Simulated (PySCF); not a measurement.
## Dipole moment and polarisability of `N#C/C(F)=C(/C#N)CF`

Compound: C₅H₂F₂N₂.
Cartesian coordinates in Å at the GFN2-xTB level; atoms count from 1:
```xyz
11
C5H2F2N2 angstrom
N      2.9817   -0.8533   -0.4394
C      2.0589   -0.1881   -0.3151
C      0.9612    0.6992   -0.1707
F      1.2959    1.9944   -0.2598
C     -0.3239    0.3503    0.0382
C     -1.3148    1.3543    0.1622
N     -2.1234    2.1580    0.2635
C     -0.8295   -1.0583    0.1565
F      0.1649   -1.9797    0.0291
H     -1.5694   -1.2622   -0.6296
H     -1.2963   -1.2119    1.1392
```

Level: PBE0/def2-SVPD (PySCF), static field, nuclei fixed, core orbitals frozen in the response. The polarisability tensor in these axes (au):

```
x   102.45 -16.98  -8.61
y   -16.98  70.55   1.85
z    -8.61   1.85  44.93
```

Q: Give the principal values, the mean and the anisotropy Δα = √{½[(α1 − α2)² + (α2 − α3)² + (α1 − α3)²]}.

A: Principal values 43.65, 63.35 and 110.92 au; mean 72.64 au = 10.76 Å³ = 11.98 × 10⁻⁴⁰ C²·m²/J; Δα = 59.90 au (82 % of the mean).

Q: What is the dipole moment, and where does it point?

A: (-1.75, -1.19, 0.31) D, 2.14 D in size, pointing from the negative to the positive side. Measured along this direction, the outermost atoms are F4 at the negative end and H11 and H10 at the positive end.

Q: Refractivity n − 1 of an ideal gas of it at 400 K and 1 atm, from the electronic α?

A: N = p/kT = 1.8347 × 10¹⁹ cm⁻³, so n − 1 = 2π × N × 10.76 × 10⁻²⁴ cm³ = 1241 × 10⁻⁶ at long wavelengths.

Q: What molar refraction does this α imply?

A: Lorentz–Lorenz: R = (4π/3)N_A α = 2.5225 cm³/(mol·Å³) × 10.76 Å³ = 27.2 cm³/mol, in the limit of long wavelengths.

Q: Form Σ f/ω² (atomic units) for the 8 lowest TDDFT singlets, given as eV and f, and set it beside the mean polarisability, which is this sum over all singlets: 5.40, 0.4839; 5.78, 0.0004; 6.14, 0.0001; 6.19, 0.0003; 6.72, 0.0320; 6.80, 0.0000; 6.93, 0.0125; 6.99, 0.0009.

A: They add up to 13.02 au, 17.9 % of the 72.64 au; the largest single term is 12.28 au, from the state at 5.40 eV. Terms in order: 12.28, 0.01, 0.00, 0.01, 0.52, 0.00, 0.19, 0.01 au. Higher excitations give the rest. The strengths listed sum to 0.530.

Isolated species at its GFN2-xTB geometry (one conformer only).
